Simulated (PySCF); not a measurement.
silyloxysilylformaldehyde (CH6O2Si2), SMILES O=C[SiH2]O[SiH3]. Atoms are numbered in the order given.

```xyz
11

O     -0.2588    -3.2054     0.0000
C     -0.6348    -2.0546     0.0000
Si     0.6588    -0.6268     0.0000
O     -0.1569     0.8144     0.0000
Si    -0.1946     2.4757     0.0000
H     -1.7371    -1.8122     0.0000
H      1.5041    -0.7661     1.2186
H      1.5041    -0.7661    -1.2186
H     -1.6165     2.9108     0.0000
H      0.4908     3.0025     1.2150
H      0.4908     3.0025    -1.2150
```

The structure is a stationary point at B3LYP-D3(BJ)/def2-SVP. Other conformers were not sampled.

Two levels are set side by side: PBE/pcSseg-1 (PySCF) and B3LYP/pcSseg-1 (PySCF). GIAO shifts against H2O (¹⁷O), TMS (²⁹Si), TMS (¹H), TMS (¹³C) at the same level; non-relativistic, no solvent, atoms listed together averaged. Differences are taken from unrounded values.

```json
[
 {"quantity": "δ(¹⁷O) of O1 (ppm)", "B3LYP": "953.9"},
 {"quantity": "δ(¹³C) of C2 (ppm)", "B3LYP": "250.7"},
 {"quantity": "δ(²⁹Si) of Si3 (ppm)", "B3LYP": "-58.8"},
 {"quantity": "δ(¹⁷O) of O4 (ppm)", "B3LYP": "8.6"},
 {"quantity": "δ(²⁹Si) of Si5 (ppm)", "B3LYP": "-40.8"},
 {"quantity": "δ(¹H) of H6 (ppm)", "B3LYP": "12.33"},
 {"quantity": "δ(¹H) of H7, H8 (ppm)", "B3LYP": "4.81"},
 {"quantity": "δ(¹H) of H9, H10, H11 (ppm)", "B3LYP": "5.33"}
]
```

What does PBE give, and how far is it from B3LYP? (The exact figures need the calculation; the answer reports its results.)


```
quantity                       PBE  PBE minus B3LYP
---------------------------  -----  ---------------
δ(¹⁷O) of O1 (ppm)           939.3            -14.6
δ(¹³C) of C2 (ppm)           250.5             -0.2
δ(²⁹Si) of Si3 (ppm)         -57.2              1.5
δ(¹⁷O) of O4 (ppm)            11.4              2.8
δ(²⁹Si) of Si5 (ppm)         -35.2              5.6
δ(¹H) of H6 (ppm)            12.71             0.37
δ(¹H) of H7, H8 (ppm)         5.08             0.27
δ(¹H) of H9, H10, H11 (ppm)   5.63             0.30
```

Rough cost on one machine, each run with all the roots and properties that it gave: B3LYP against PBE within a factor of 2.
